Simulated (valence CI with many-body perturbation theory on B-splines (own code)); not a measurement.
E1 transitions of Pm46+

Level of theory: relativistic CI+MBPT: five valence electrons over a frozen Dirac-Fock core [Ne], radial functions for each j: 11 s, 11 p, 10 d, 8 f, 5 g, 2 h, with the one-electron correlation potential Σ1, the two-electron term Σ2, the three-electron term Σ3, Breit, model QED; selected CI, second order for the rest, scaled by the run's own slope (own B-spline code, finite nucleus).

The last digits are not significant, and no measured levels were compared; by estimate large intervals hold to a few tenths of a per cent, small ones and those within an open d or f shell to about a per cent. Among the levels kept, up to 3200 cm⁻¹ of a level comes from second order outside the variational space, and about a tenth of that is noise between levels of different J, which matters for small intervals.

Lines 201 to 250 of 563 in falling wavelength, among levels below 54.993 Ry, chosen from the strongest by gf and those to the six lowest levels. Wavelengths and rates use the calculated energies. Electric multipoles are in the length gauge with retardation, E1 and E2 with the static RPA response of the core. Weak lines are less certain than strong ones. Lines between different terms over intervals too small for the method are left out, as are lines whose strength nearly cancels. Where a level lies close to another of its J and parity, the split of strength between their lines is uncertain. The highest levels of a list are the least certain.

Levels are named by their leading jj configuration (3d3/2^4 stands for four electrons in 3d with j = 3/2), which in mixed levels can hold well under half, so a name can repeat and another be missing. Letters in brackets count levels of one name in rising energy.

```
λ vac (nm)                               Upper                               Lower   A (s⁻¹)  S (a.u.)
     5.155  (3s^2 3p3/2 3d3/2 3d5/2) J=3/2 [b]      (3s^2 3p3/2^2 3d3/2) J=3/2 [a]  6.57e+10  1.78e-02
     5.152  (3s^2 3p1/2 3p3/2 3d5/2) J=5/2 [b]          (3s^2 3p1/2 3p3/2^2) J=3/2  3.32e+11  1.34e-01
     5.140  (3s 3p1/2^2 3d3/2 3d5/2) J=5/2 [b]  (3s 3p1/2^2 3p3/2 3d3/2) J=5/2 [a]  4.77e+10  1.92e-02
     5.127      (3s^2 3p3/2^2 3d5/2) J=5/2 [b]                (3s^2 3p3/2^3) J=3/2  4.67e+11  1.87e-01
     5.118  (3s^2 3p3/2 3d3/2 3d5/2) J=3/2 [b]          (3s^2 3p3/2^2 3d3/2) J=5/2  3.35e+10  8.87e-03
     5.114          (3s^2 3p3/2 3d5/2^2) J=1/2      (3s^2 3p3/2^2 3d3/2) J=3/2 [b]  9.25e+10  1.22e-02
     5.109          (3s^2 3p3/2 3d5/2^2) J=1/2          (3s^2 3p3/2^2 3d5/2) J=1/2  2.49e+11  3.28e-02
     5.088          (3s^2 3p3/2 3d5/2^2) J=9/2          (3s^2 3p3/2^2 3d3/2) J=7/2  1.74e+11  1.13e-01
     5.079  (3s^2 3p3/2 3d3/2 3d5/2) J=3/2 [c]          (3s^2 3p3/2^2 3d3/2) J=1/2  2.98e+11  7.71e-02
     5.078  (3s 3p1/2 3p3/2^2 3d5/2) J=3/2 [d]            (3s 3p1/2 3p3/2^3) J=5/2  1.12e+11  2.88e-02
     5.067  (3s^2 3p3/2 3d3/2 3d5/2) J=3/2 [c]      (3s^2 3p3/2^2 3d3/2) J=3/2 [a]  6.84e+10  1.76e-02
     5.063  (3s 3p1/2 3p3/2^2 3d3/2) J=1/2 [c]      (3s^2 3p1/2 3p3/2 3d5/2) J=1/2  6.32e+10  8.09e-03
     5.046  (3s 3p1/2 3p3/2^2 3d5/2) J=9/2 [b]  (3s^2 3p1/2 3p3/2 3d5/2) J=7/2 [b]  9.77e+10  6.20e-02
     5.046  (3s^2 3p1/2 3p3/2 3d5/2) J=3/2 [b]          (3s^2 3p1/2 3p3/2^2) J=3/2  3.70e+09  9.40e-04
     5.016  (3s 3p1/2 3p3/2^2 3d3/2) J=3/2 [a]  (3s^2 3p1/2 3p3/2 3d3/2) J=3/2 [a]  3.41e+10  8.49e-03
     5.016  (3s 3p1/2 3p3/2^2 3d3/2) J=1/2 [c]  (3s^2 3p1/2 3p3/2 3d5/2) J=3/2 [b]  8.15e+10  1.01e-02
     5.002  (3s^2 3p3/2 3d3/2 3d5/2) J=5/2 [d]      (3s^2 3p3/2^2 3d3/2) J=3/2 [a]  7.72e+10  2.86e-02
     4.999      (3s^2 3p1/2 3p3/2 3d5/2) J=1/2          (3s^2 3p1/2 3p3/2^2) J=3/2  6.79e+10  8.37e-03
     4.987  (3s^2 3p3/2 3d3/2 3d5/2) J=5/2 [d]          (3s^2 3p3/2^2 3d3/2) J=7/2  6.74e+10  2.47e-02
     4.983  (3s 3p1/2^2 3p3/2 3d3/2) J=5/2 [b]          (3s^2 3p1/2^2 3d5/2) J=5/2  3.42e+09  1.25e-03
     4.962  (3s 3p1/2^2 3p3/2 3d5/2) J=5/2 [b]          (3s 3p1/2^2 3p3/2^2) J=5/2  3.25e+10  1.17e-02
     4.961  (3s 3p1/2 3p3/2^2 3d3/2) J=5/2 [b]  (3s^2 3p1/2 3p3/2 3d5/2) J=3/2 [a]  6.58e+10  2.38e-02
     4.961  (3s 3p1/2 3p3/2^2 3d5/2) J=5/2 [f]        (3s 3p1/2 3p3/2^3) J=3/2 [a]  1.09e+11  3.94e-02
     4.905  (3s 3p1/2 3p3/2^2 3d5/2) J=9/2 [a]  (3s^2 3p1/2 3p3/2 3d5/2) J=7/2 [a]  1.09e+11  6.36e-02
     4.903        (3s 3p1/2 3p3/2^3) J=3/2 [a]          (3s^2 3p1/2 3p3/2^2) J=1/2  1.76e+10  4.09e-03
     4.901       (3p1/2^2 3p3/2^2 3d3/2) J=7/2  (3s 3p1/2^2 3p3/2 3d5/2) J=7/2 [a]  1.80e+10  8.35e-03
     4.881  (3s 3p1/2 3p3/2^2 3d5/2) J=7/2 [a]  (3s^2 3p1/2 3p3/2 3d5/2) J=5/2 [a]  1.70e+10  7.79e-03
     4.847  (3s 3p1/2^2 3p3/2 3d3/2) J=5/2 [a]          (3s^2 3p1/2^2 3d3/2) J=3/2  8.36e+08  2.82e-04
     4.838  (3s 3p1/2 3p3/2^2 3d3/2) J=5/2 [a]  (3s^2 3p1/2 3p3/2 3d3/2) J=3/2 [a]  9.80e+10  3.29e-02
     4.825  (3s 3p1/2 3p3/2^2 3d3/2) J=3/2 [d]  (3s^2 3p1/2 3p3/2 3d3/2) J=1/2 [b]  9.00e+10  2.00e-02
     4.823  (3s 3p1/2 3p3/2^2 3d3/2) J=7/2 [b]  (3s^2 3p1/2 3p3/2 3d3/2) J=5/2 [b]  7.69e+10  3.41e-02
     4.814  (3s 3p1/2^2 3p3/2 3d3/2) J=3/2 [a]          (3s^2 3p1/2^2 3d3/2) J=3/2  7.23e+09  1.59e-03
     4.806          (3s^2 3p1/2 3d5/2^2) J=9/2      (3s^2 3p1/2 3p3/2 3d3/2) J=7/2  1.42e+10  7.77e-03
     4.805  (3s 3p1/2 3p3/2^2 3d3/2) J=7/2 [a]      (3s^2 3p1/2 3p3/2 3d3/2) J=7/2  2.60e+10  1.14e-02
     4.804  (3s 3p1/2 3p3/2^2 3d3/2) J=5/2 [a]  (3s^2 3p1/2 3p3/2 3d3/2) J=5/2 [a]  6.77e+10  2.22e-02
     4.793  (3s 3p1/2^2 3p3/2 3d3/2) J=1/2 [a]          (3s^2 3p1/2^2 3d3/2) J=3/2  8.45e+08  9.18e-05
     4.789      (3s^2 3p3/2 3d5/2^2) J=7/2 [b]          (3s^2 3p3/2^2 3d5/2) J=7/2  2.28e+11  9.90e-02
     4.783     (3s 3p1/2 3p3/2^2 3d5/2) J=11/2      (3s^2 3p1/2 3p3/2 3d5/2) J=9/2  7.92e+10  5.13e-02
     4.775  (3s 3p1/2 3p3/2^2 3d3/2) J=1/2 [e]  (3s^2 3p1/2 3p3/2 3d5/2) J=3/2 [b]  1.80e+11  1.93e-02
     4.769      (3s^2 3p3/2 3d5/2^2) J=5/2 [b]          (3s^2 3p3/2^2 3d5/2) J=7/2  1.14e+11  3.67e-02
     4.765  (3s 3p1/2 3p3/2^2 3d3/2) J=1/2 [a]  (3s^2 3p1/2 3p3/2 3d3/2) J=1/2 [a]  3.12e+11  3.34e-02
     4.762  (3s 3p1/2 3p3/2^2 3d3/2) J=5/2 [c]  (3s^2 3p1/2 3p3/2 3d5/2) J=3/2 [a]  2.70e+10  8.63e-03
     4.744  (3s 3p1/2^2 3p3/2 3d5/2) J=5/2 [a]          (3s^2 3p1/2^2 3d5/2) J=5/2  6.36e+10  2.01e-02
     4.739          (3s 3p1/2^2 3p3/2^2) J=5/2          (3s^2 3p1/2^2 3p3/2) J=3/2  1.04e+11  3.29e-02
     4.719  (3s 3p1/2 3p3/2^2 3d3/2) J=3/2 [b]  (3s^2 3p1/2 3p3/2 3d3/2) J=1/2 [a]  7.90e+10  1.64e-02
     4.713  (3s 3p1/2 3p3/2^2 3d3/2) J=3/2 [b]  (3s^2 3p1/2 3p3/2 3d3/2) J=3/2 [a]  1.34e+11  2.76e-02
     4.695  (3s 3p1/2 3p3/2^2 3d5/2) J=7/2 [a]  (3s^2 3p1/2 3p3/2 3d5/2) J=7/2 [a]  1.88e+11  7.68e-02
     4.687  (3s 3p1/2 3p3/2^2 3d5/2) J=9/2 [b]      (3s^2 3p1/2 3p3/2 3d5/2) J=9/2  1.16e+11  5.87e-02
     4.684        (3s 3p1/2 3p3/2^3) J=3/2 [a]          (3s^2 3p1/2 3p3/2^2) J=5/2  2.02e+10  4.09e-03
     4.683  (3s 3p1/2 3p3/2^2 3d5/2) J=3/2 [b]  (3s^2 3p1/2 3p3/2 3d5/2) J=3/2 [b]  4.21e+10  8.52e-03
```
